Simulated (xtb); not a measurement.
Ga(F)(OH)(OMe) (CH4FGaO2), SMILES [O](C)[Ga]([F])[OH]. All values are semi-empirical tight-binding results from xtb (GFN2-xTB unless named), good for trends rather than for accurate numbers. Geometry: GFN2-xTB. The structure was generated by enumeration; whether it is a known compound was not checked. The values are those of a single conformer.

For metal compounds this method's bond lengths and energies can be far off.

Q: Estimate the properties. (Estimate from the structure and the level; the computed values follow.)

A: 
The point group as xtb finds it is Cs. The orbital gap comes out as 3.43 eV and the zero-point energy comes out as 33.3 kcal/mol. The G − E(el) at 298.15 K (modified RRHO) is 12.3 kcal/mol.
